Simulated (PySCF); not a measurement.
# Dipole moment and polarisability of `N#CC[C@@H]([SiH3])/C(F)=C\F`

Compound: C5H7F2NSi.
Structure used (GFN2-xTB), in Å, numbered top down from 1:
```
atom  x, y, z in Å
N1    -2.6611    2.2779   -0.5502
C2    -1.7549    1.6319   -0.8105
C3    -0.6033    0.8312   -1.1298
C4     0.0295    0.2285    0.1371
Si5   -1.1745   -0.9919    1.0303
C6     1.2767   -0.4903   -0.2180
F7     1.1439   -1.4034   -1.2098
C8     2.4770   -0.3763    0.3338
F9     2.6992    0.5070    1.3211
H10    0.1190    1.4729   -1.6480
H11   -0.9070    0.0357   -1.8168
H12    0.2986    1.0367    0.8215
H13   -1.4434   -2.0842    0.0959
H14   -2.3849   -0.2475    1.3544
H15   -0.4723   -1.4724    2.2177
H16    3.3499   -0.9467    0.0599
```

Level: B3LYP/def2-SVPD (PySCF), static field, nuclei fixed, core orbitals frozen in the response. The polarisability tensor in these axes (au):

```
x   111.20  -8.65   2.18
y    -8.65  83.95  -2.72
z     2.18  -2.72  79.64
```

Give the principal values, the mean and the anisotropy Δα = √{½[(α1 − α2)² + (α2 − α3)² + (α1 − α3)²]}.

Principal values 78.18, 82.65 and 113.96 au; mean 91.60 au = 13.57 Å³ = 15.10 × 10⁻⁴⁰ C²·m²/J; Δα = 33.76 au (37 % of the mean).

What is the dipole moment, and where does it point?

(2.44, -2.04, -0.45) D, 3.21 D in size, pointing from the negative to the positive side. Measured along this direction, the outermost atoms are N1 at the negative end and H16 at the positive end.

Sum over states: ᾱ = Σ f/ω², ω in Eh. What share falls to these 8 lowest TDDFT singlets (eV, f)? 6.17, 0.0265; 6.45, 0.0099; 6.67, 0.3496; 6.96, 0.0580; 7.07, 0.0206; 7.22, 0.0132; 7.31, 0.0042; 7.42, 0.0503.

They add up to 8.62 au, 9.4 % of the 91.60 au; the largest single term is 5.82 au, from the state at 6.67 eV. Terms in order: 0.51, 0.18, 5.82, 0.89, 0.31, 0.19, 0.06, 0.68 au. Higher excitations give the rest. The strengths listed sum to 0.532.

Find the Langevin capture rate constant for O2+ (31.990 u) meeting this molecule (147.032 u), k = 2.342 × 10⁻⁹ cm³/s × √(α in Å³ / reduced mass in u).

The reduced mass is 26.27 u, so k = 1.68 × 10⁻⁹ cm³/s. The formula leaves out the permanent dipole, which adds to the capture rate.

In a dilute gas of rigid molecules at 298 K, how does the orientational term μ²/3kT compare with the electronic polarisability?

In Gaussian units μ²/3kT = 83.36 Å³ against 13.57 Å³, a ratio of 6.14; the Debye molar polarisation (4π/3)N_A(α + μ²/3kT) is 244.5 cm³/mol, leaving out the vibrational part.

What depolarisation ratio follows for Rayleigh scattering of linearly polarised light, taking the static tensor?

ρ = 3Δα²/(45ᾱ² + 4Δα²) = 3420.1/(377558 + 4560.1) = 0.00895.

One conformer (not necessarily the lowest) at the GFN2-xTB geometry, without solvent, vibrations or thermal averaging.
